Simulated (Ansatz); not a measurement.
`[O+]#[C][W-6]([PH3+])([C]#[O+])([C]#[O+])([C]#[O+])[C]#[O+]` at its PBE0-D4/def2-TZVP geometry, where that method's forces vanish. The species carries charge 0 and has multiplicity 1. W: def2 effective core potential.

```xyz
15

O     1.2794   -0.6425    2.8933
C     0.9748   -0.3534    1.8328
W     0.4255    0.1649   -0.0741
P    -1.8679   -0.7123    0.3418
C    -0.1306    0.6803   -1.9798
O    -0.4350    0.9683   -3.0409
C     0.9961   -1.6881   -0.7428
O     1.3187   -2.7167   -1.1165
C    -0.1524    2.0158    0.5947
O    -0.4755    3.0446    0.9662
C     2.2839    0.8674   -0.4212
O     3.3371    1.2645   -0.6189
H    -2.9372    0.1775    0.5885
H    -2.5086   -1.4869   -0.6505
H    -2.1083   -1.5836    1.4275
```

(1) What forces (eV/Å) does PBE-D4/def2-TZVPP give on these atoms in Ansatz 0.2.0? (Best estimate.)

## Answers

(1) Computed: 
```
O1   0.470 -0.447  1.636
C2  -0.444  0.409 -1.508
W3   0.039  0.019  0.000
P4   0.228  0.091 -0.037
C5   0.415 -0.414  1.507
O6  -0.467  0.444 -1.635
C7  -0.473  1.451  0.533
O8   0.498 -1.583 -0.576
C9   0.451 -1.470 -0.527
O10 -0.500  1.588  0.573
C11 -1.435 -0.541  0.269
O12  1.568  0.592 -0.294
H13 -0.174  0.115  0.039
H14 -0.117 -0.121 -0.139
H15 -0.059 -0.132  0.157
```
